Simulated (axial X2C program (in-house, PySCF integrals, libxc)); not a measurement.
# Potential curves of BeO, with spin–orbit coupling

Computed with an in-house all-electron X2C program for linear molecules (integrals from PySCF). Two-component (2c) means X2C with spin–orbit coupling and atomic mean-field two-electron Coulomb and Gaunt terms. Basis: O dyall-av3z [7s6p3d2f], Be dyall-cv3z [8s8p3d1f] (cores contracted in-house); Gaussian nuclei, density fitting, unrestricted open shells. Masses: O 15.995 u, Be 9.012 u.

State: Ω = 0 (closed shell). Energies in eV from the fragments at the same level (O + Be). Fits are polynomials in 1 − R0/R over 0.85 to 1.23 times the lowest point R0.

```csv
R (Å),M06,HF
1.1484,-3.7824,-0.8133
1.2012,-4.3759,-1.3640
1.2408,-4.6318,-1.5819
1.2804,-4.7605,-1.6683
1.3200,-4.7872,-1.6492
1.3662,-4.7170,-1.5222
1.4124,-4.5649,-1.3092
1.4718,-4.2820,-0.9457
1.5444,-3.8460,-0.4183
1.6500,-3.1243,0.3903
```

One determinant describes the state; a PBE0 search over occupations chose it and may have missed a lower one. The closed shell is kept restricted, so the energy runs too high when the bond is stretched far. De is counted from the lowest determinant-based energies of the atoms at the same level, without counterpoise correction. The 2c atoms are single determinants rather than J levels; their spin–orbit lowering is only partly caught, and De is too large by that part. This holds for M06. Without a current term, density functionals place determinants with orbital angular momentum somewhat too high.

(1) What are Re, ωe and De at the M06 level?

(2) Fit the HF curve near its minimum: give the equilibrium distance, the harmonic wavenumber and the well depth.

Answers

(1) At M06, 2c: Re = 1.312 Å, ωe ≈ 1600 cm⁻¹, De = 4.79 eV to O + Be; Be follows as 1.7 cm⁻¹.

(2) At HF, 2c: Re = 1.292 Å, ωe ≈ 1720 cm⁻¹, De = 1.67 eV to O + Be; Be follows as 1.75 cm⁻¹.
